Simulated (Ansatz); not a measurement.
The pair A = C2H6Zn (SMILES [CH3][Zn][CH3]) (first 9 atoms), B = H2O (SMILES O); geometry from GFN2-xTB.
(charge 0, multiplicity 1):
```xyz
12

C     -0.062     2.082    -0.208
Zn    -0.004     0.060     0.107
C      0.091    -1.982    -0.023
H      0.799     2.575     0.238
H     -0.946     2.529     0.240
H     -0.070     2.356    -1.259
H     -0.706    -2.456     0.547
H      1.030    -2.360     0.375
H      0.011    -2.353    -1.041
O     -0.066     0.156     2.445
H     -0.101     0.947     2.988
H     -0.056    -0.609     3.025
```

Correlated levels freeze the cores. MP2 and its Hartree–Fock in def2-TZVPPD are density fitted.

The values were computed with Ansatz (a first-principles code) with Gaussian orbitals. Values without a source in brackets are computed.

The counterpoise-corrected interaction energy is E(AB) − E(A in the pair's basis) − E(B in the pair's basis). Total energies (hartree):

```json
[
 {"level": "HF/def2-SVPD", "AB": "-1932.7021448", "A in the pair's basis": "-1856.7180393", "B in the pair's basis": "-75.9746921"},
 {"level": "MP2/def2-SVPD", "AB": "-1933.5558623", "A in the pair's basis": "-1857.3546231", "B in the pair's basis": "-76.1910228"},
 {"level": "HF/def2-TZVPPD", "AB": "-1933.1126769", "A in the pair's basis": "-1857.0401112", "B in the pair's basis": "-76.0635810"},
 {"level": "MP2/def2-TZVPPD", "AB": "-1934.2610405", "A in the pair's basis": "-1857.9233855", "B in the pair's basis": "-76.3272370"},
 {"level": "CCSD(T)/def2-SVPD", "AB": "-1933.6018553", "A in the pair's basis": "-1857.3878466", "B in the pair's basis": "-76.2036606"}
]
```

**Question.** Work out the counterpoise-corrected interaction energy at the basis-set limit: extrapolate the MP2 correlation part as X⁻³, take Hartree–Fock from the larger set, and add the CCSD(T) − MP2 difference of def2-SVPD.

**Answer.** 
1. Differences (1 hartree = 627.509 kcal/mol): HF/def2-SVPD -5.907; MP2/def2-SVPD -6.411; HF/def2-TZVPPD -5.638; MP2/def2-TZVPPD -6.537; CCSD(T)/def2-SVPD -6.494.
2. Correlation parts, MP2 less HF: -0.504 in def2-SVPD (X = 2), -0.899 in def2-TZVPPD (X = 3).
3. Limit (3³·(-0.899) − 2³·(-0.504))/(3³ − 2³) = -1.066; with HF/def2-TZVPPD it gives -6.704.
4. CCSD(T) less MP2 in def2-SVPD: -0.083.
Result: -6.79 kcal/mol, against -6.41 at MP2/def2-SVPD. It is an estimate of this method's limit, not of the exact value.
